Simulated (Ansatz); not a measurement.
Consider the redistribution: `BN([SiH3])[SiH2]F` + `[F][SnH]([Cl])[Br]` → `BN([SiH3])[SiH3]` + `[F][Sn]([F])([Cl])[Br]`.

Gas-phase electronic energies from Ansatz, PBE0-D4/def2-TZVP geometries. CCSD(T)/CBS is the MP2 limit (def2-TZVPP, def2-QZVPP) plus CCSD(T) − MP2 in def2-TZVPP, frozen cores. DFT in def2-TZVPP. B3LYP here is the variant with VWN-RPA as its local correlation; programs differ in this. Elements past krypton have def2 core potentials. For Br, Sn outer-core shells are correlated without core-valence functions, which leaves a few kJ/mol of doubt a bond. Scalar relativity is left out up to krypton. Each species was taken in one conformer, which may not be the lowest.

```
         level  ΔE (kJ/mol)
          PBE0        109.3
         B3LYP        109.7
 HF/def2-TZVPP        121.1
MP2/def2-QZVPP        111.9
```

Q: What does CCSD(T)/CBS give? (An estimate is asked.)

A: The calculation gave: +109.3 kJ/mol. The listed levels differ from it by 0.0, 0.4, 11.8, 2.6 kJ/mol.

Largest T1 diagnostic among the species: 0.013.

In def2-TZVPP, CCSD(T) changes the Hartree–Fock value by −8.8 kJ/mol (the triples alone add −3.3 kJ/mol) and MP2 by −6.7 kJ/mol. From PBE to PBE0 (25 % exact exchange), in def2-TZVPP and without D4, ΔE moves by +8.9 kJ/mol.
